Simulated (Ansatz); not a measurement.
A run for Ansatz (a first-principles code): R-CCSD(T)/cc-pV(Q+d)Z on CH4Si (SMILES C[SiH]), 2S+1 = 1, a spin state set in the input, which need not be the lowest, at the other state's geometry. Files ending in .json are basis or fitting sets from the Basis Set Exchange.

Ansatz 0.2 input:
```yaml
crystal:
  periodic: [false, false, false]
  atoms:
    - {symbol: C, position_ang: [-1.11566785, -0.34404288, 0.02055981]}
    - {symbol: Si, position_ang: [0.66691631, 0.29664725, -0.02180770]}
    - {symbol: H, position_ang: [-1.29149413, -1.03716978, -0.80453668]}
    - {symbol: H, position_ang: [-1.81459686, 0.48720536, -0.07605665]}
    - {symbol: H, position_ang: [-1.31597946, -0.85195683, 0.96608754]}
    - {symbol: H, position_ang: [1.77924921, -0.68688304, 0.09645476]}
basis:
  gaussian:
    orbitals: cc-pV_Q+d_Z.json
magnetization: {spin_polarized: false}
correlation: {method: ccsd_t, electrons: outside_noble_gas}
scf: {omitted_lower_state_checks: [cluster_reference]}
```

The log:

```
WARN ansatz: RAYON_NUM_THREADS=2 ignored (pool sized by the plan → 2); use --threads N
Functional definition: HF
these checks for a lower state are left out or cut short: cluster_reference
integrals: 1.39 GiB planned
1396 factors; integrals over basis functions are off by at most 9.8e-4 eV
mean field: 0.70 GiB planned
mean field evaluation 1: about -8952.9277 eV, gradient 2.6e1 eV
mean field evaluation 2: about -8952.9277 eV, gradient 2.6e1 eV
mean field evaluation 4: about -8954.8048 eV, gradient 2.4e0 eV
mean field evaluation 8: about -8954.8410 eV, gradient 1.1e-1 eV
mean field -8954.84116317 eV, -329.0843429372 hartree, gradient 5.7e-6 eV, S^2 0.000000; 0 other end points of the search recorded, 0 dependent functions left out; unrestricted orbitals would lower it
6 core orbitals not correlated
reference -8954.84116317 eV, -329.0843429372 hartree; 6, 6 occupied and 227, 227 virtual orbitals, 1396 factors
second order -8.27481959 eV of doubles, -0.00000000 eV of singles
coupled cluster: 2.83 GiB planned
cycle   1  -8.80379194 eV  change   -5.3e-1 eV  update   7.3e-2
cycle   2  -9.11253553 eV  change   -3.1e-1 eV  update   3.0e-2
cycle   3  -9.15575306 eV  change   -4.3e-2 eV  update   1.4e-2
cycle   4  -9.15216509 eV  change    3.6e-3 eV  update   6.2e-3
cycle   5  -9.15353469 eV  change   -1.4e-3 eV  update   2.2e-3
cycle   6  -9.15373070 eV  change   -2.0e-4 eV  update   8.9e-4
cycle   7  -9.15385196 eV  change   -1.2e-4 eV  update   2.7e-4
cycle   8  -9.15399108 eV  change   -1.4e-4 eV  update   8.9e-5
cycle   9  -9.15397844 eV  change    1.3e-5 eV  update   2.9e-5
cycle  10  -9.15397000 eV  change    8.4e-6 eV  update   1.0e-5
perturbative correction -0.35525719 eV, -0.0130554608 hartree
Total energy: -8964.35039036 eV, -329.4338005907 hartree
Checks for a lower state left out: cluster_reference
```

The calculation finished and met its thresholds.

Cost: roughly 60 core-seconds.
